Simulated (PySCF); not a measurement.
All of these have the formula C6H10O2. Level of theory: TDDFT PBE0/def2-SVPD, vertical, gas phase, core orbitals frozen in the response in PySCF 2.14.0, density-fitted response routines. Geometries: GFN2-xTB; one conformer of each isolated species. Triplets are in the Tamm–Dancoff approximation.

A. `CC(C)[C@@H]1COC1=O`
B. `C#CCCOCOC`
C. `C=C(CC)C(=O)OC`
D. `O([C@@H]1CC[C@@H]2O[C@@H]21)C`

Lowest singlet levels (six at most, fewer where fewer were computed) with oscillator strengths:

1. 181 nm (f 0.022); 170 nm (f 0.008); 165 nm (f 0.010); 161 nm (f 0.013); 159 nm (f 0.014); 155 nm (f 0.012); T1 6.70 eV
2. 252 nm (f 0.001); 206 nm (f 0.229); 186 nm (f 0.084); 180 nm (f 0.001); 168 nm (f 0.008); 168 nm (f 0.027); T1 3.68 eV
3. 211 nm (f 0.001); 163 nm (f 0.043); 159 nm (f 0.021); 155 nm (f 0.011); 153 nm (f 0.005); 152 nm (f 0.037); T1 5.35 eV
4. 185 nm (f 0.000); 178 nm (f 0.007); 177 nm (f 0.001); 166 nm (f 0.011); 165 nm (f 0.023); 164 nm (f 0.028); T1 5.45 eV

Problem. Match each spectrum to its molecule.

Solution. 1 = D, 2 = C, 3 = A, 4 = B.
- A: S1 at 5.89 eV, HOMO→LUMO (91%); S1 has the pattern of n→π* at C=O; HOMO -8.06 and LUMO 0.01 eV.
- B: S1 at 6.71 eV, HOMO→LUMO (32%), HOMO→LUMO+3 (17%), HOMO-1→LUMO+2 (11%); Löwdin shares by element: HOMO carbon 81% or more, oxygen 6% or more; LUMO carbon 41% or more (atoms not listed hold the other 59%); HOMO -7.72 and LUMO 0.59 eV.
- C: S1 at 4.93 eV, HOMO-1→LUMO (88%), HOMO→LUMO (8%); Löwdin shares by element: HOMO carbon 68% or more, oxygen 13% or more (atoms not listed hold the other 19%); LUMO carbon 64% or more, oxygen 14% or more (atoms not listed hold the other 22%); HOMO -7.77 and LUMO -1.25 eV.
- D: S1 at 6.86 eV, HOMO→LUMO (90%); Löwdin shares by element: HOMO oxygen 58%, carbon 20% or more (atoms not listed hold the other 23%); LUMO carbon 21% or more, hydrogen 18% or more (atoms not listed hold the other 61%); HOMO -7.28 and LUMO 0.70 eV.

Without π bonds the low states may be Rydberg-like; a valence basis with one diffuse set may place them up to an eV too high.
